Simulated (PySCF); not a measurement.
Geometry:
| atom | x (Å) | y (Å) | z (Å) |
| --- | --- | --- | --- |
| O1 | 2.687 | 1.443 | -0.660 |
| C2 | 2.335 | 0.395 | -0.168 |
| N3 | 1.048 | 0.094 | 0.009 |
| Si4 | -0.037 | 1.380 | -0.549 |
| C5 | -1.640 | 0.518 | 0.028 |
| C6 | -1.434 | -1.003 | 0.057 |
| Si7 | 0.337 | -1.371 | 0.645 |
| H8 | 3.050 | -0.377 | 0.163 |
| H9 | 0.237 | 2.607 | 0.187 |
| H10 | 0.081 | 1.490 | -1.999 |
| H11 | -2.496 | 0.775 | -0.596 |
| H12 | -1.885 | 0.861 | 1.035 |
| H13 | -1.562 | -1.399 | -0.953 |
| H14 | -2.194 | -1.484 | 0.673 |
| H15 | 0.499 | -1.387 | 2.102 |
| H16 | 0.964 | -2.532 | 0.014 |

Geometry: GFN2-xTB; GIAO shifts from PySCF 2.14, gas phase, non-relativistic, averaged over equivalent atoms.

At PBE0/def2-SVP (151 basis functions, 24 s wall time on 1 thread of an Arm Neoverse V2, shared host):
```json
{"atoms": "O1", "δ (ppm)": "458.1"}
{"atoms": "C2", "δ (ppm)": "159.2"}
{"atoms": "C5/C6", "δ (ppm)": "6.1"}
{"atoms": "N3", "δ (ppm)": "114.1"}
{"atoms": "Si4/Si7", "δ (ppm)": "-36.4"}
{"atoms": "H8", "δ (ppm)": "8.25"}
{"atoms": "H9/H10/H15/H16", "δ (ppm)": "5.01"}
{"atoms": "H11/H12/H13/H14", "δ (ppm)": "1.03"}
```

Chemical shifts δ = σref − σ; 17O (344.62 ppm) vs H2O; 13C (196.16 ppm), 29Si (403.74 ppm), 1H (31.81 ppm) vs TMS; NH3 for 15N (271.96 ppm), all at this level.

**Question.** What do these become at HCTH407/pcSseg-1?

**Answer.** 
```json
{"atoms": "O1", "δ at HCTH407/pcSseg-1": "475.4", "change": "+17.3"}
{"atoms": "C2", "δ at HCTH407/pcSseg-1": "161.4", "change": "+2.2"}
{"atoms": "C5/C6", "δ at HCTH407/pcSseg-1": "9.5", "change": "+3.4"}
{"atoms": "N3", "δ at HCTH407/pcSseg-1": "129.7", "change": "+15.6"}
{"atoms": "Si4/Si7", "δ at HCTH407/pcSseg-1": "-34.9", "change": "+1.5"}
{"atoms": "H8", "δ at HCTH407/pcSseg-1": "8.62", "change": "+0.37"}
{"atoms": "H9/H10/H15/H16", "δ at HCTH407/pcSseg-1": "4.95", "change": "-0.06"}
{"atoms": "H11/H12/H13/H14", "δ at HCTH407/pcSseg-1": "1.25", "change": "+0.22"}
```

Chemical shifts δ = σref − σ; 17O (σref 334.16) against H2O; 13C (σref 183.64), 29Si (σref 343.40), 1H (σref 31.67) against TMS; 15N (σref 266.17) against NH3, all at this level.

The largest change is at O1 (amide-type carbonyl oxygen). Cost: 178 basis functions, 24 s wall time on 1 thread of an Intel Xeon 6975P-C, shared host.

Unscaled 17O shifts of doubly bonded oxygen tend to come out too high, by tens of ppm or more. Experimental scales use liquid or dissolved standards, which lie at an offset from isolated NH3 (liquid NH3: subtract about 20 ppm) and H2O (liquid H2O: subtract about 36 ppm).
